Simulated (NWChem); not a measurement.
System: hydrogen selenide (H2Se); SMILES [SeH2]

Results from NWChem. All runs use the structure optimised with B3LYP/6-31G* (spherical d). Ions are spin-unrestricted doublets at the neutral geometry; other ion states weren't tried.

**Question.** What does the run give for PBE/def2-SVP? Quantities: vertical ionisation energy, ΔSCF (eV); −ε(HOMO) (eV).

**Answer.** 
| Item | Value |
|---|---|
| vertical ionisation energy, ΔSCF (eV) | 9.70 |
| −ε(HOMO) (eV) | 5.65 |
